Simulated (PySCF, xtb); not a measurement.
C₂H₂F₃O, multiplicity 2. Atoms are numbered in the order given.

```xyz
8

O     -2.0139    -0.3338     0.0917
C     -0.8333    -0.7080    -0.4370
C      0.3928     0.0331    -0.0489
F      0.3004     0.4162     1.2510
F      1.4906    -0.7168    -0.1974
F      0.5968     1.1680    -0.7589
H     -1.8520     0.1202     0.9349
H     -0.8834    -1.2069    -1.4055
```
Charge 0, spin multiplicity 2.

Coordinates come from a B3LYP-D3(BJ)/def2-SVP optimisation. The isomer is the one that the SMILES or the coordinates give; other isomers of the formula were not compared. One conformer was computed; it need not be the lowest.

Computed with IEF-PCM-PBE0/def2-SVP in PySCF 2.14.0.

The values are the electrostatic part of the solvation free energy, E(continuum) − E(gas) at the gas-phase geometry, in a cavity of scaled van der Waals radii (PySCF's table); cavitation and dispersion terms are not included. The dipole moment in vacuum is 1.06 D.

Computed values in water (ε = 78.36), dimethylsulfoxide (ε = 46.83), methanol (ε = 32.61):
| solvent | ε | ΔG(elec) (kcal/mol) | dipole (D) |
|---|---|---|---|
| water | 78.36 | -4.4 | 1.23 |
| dimethylsulfoxide | 46.83 | -4.3 | 1.22 |
| methanol | 32.61 | -4.3 | 1.22 |

For comparison, GFN2-xTB/ALPB(water) (xtb, at the GFN2-xTB geometry, all terms of that model) gives -4.9 kcal/mol.
